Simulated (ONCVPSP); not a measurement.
P (Z = 15): excitation energies, all-electron against ONCV

P (Z = 15), optimised norm-conserving Vanderbilt (ONCV), made with ONCVPSP 4.0.1 (PBEsol, scalar-relativistic). Core [Ne], reference 3s2 3p3. Waves: 3s: rc 1.55 bohr, ncon 4, nbas 8, qcut 4 1/bohr, 2 projectors, debl 0.9 Ha; 3p: rc 2.05 bohr, ncon 4, nbas 8, qcut 3.8 1/bohr, 1 projector; d scattering state at 0.19 Ha: rc 1.75 bohr, ncon 4, nbas 8, qcut 5.7 1/bohr, 2 projectors, debl 3.3 Ha. Local part: polynomial inside 1.10 bohr (lpopt 5, dvloc0 6 Ha). Core correction: Teter function, fcfact 5.25, rcfact 1.6.

Energies are relative to the spin-unpolarised reference configuration 3s2 3p3; without spin polarisation the order of configurations can differ from experiment.

```tsv
valence configuration	charge	ΔE all-electron (eV)	error AE − PS (meV)
3s2 3p2	+1	9.698	+2.8
3s2 3p0	+3	58.516	-35
3s2 3p2.5	+0.5	3.760	+0.6
```

(1) What are ΔE and the potential's error for 3s2 3p1?

## Answers

(1) ΔE = 28.810 eV all-electron; the error (AE − PS) is +6.5 meV.
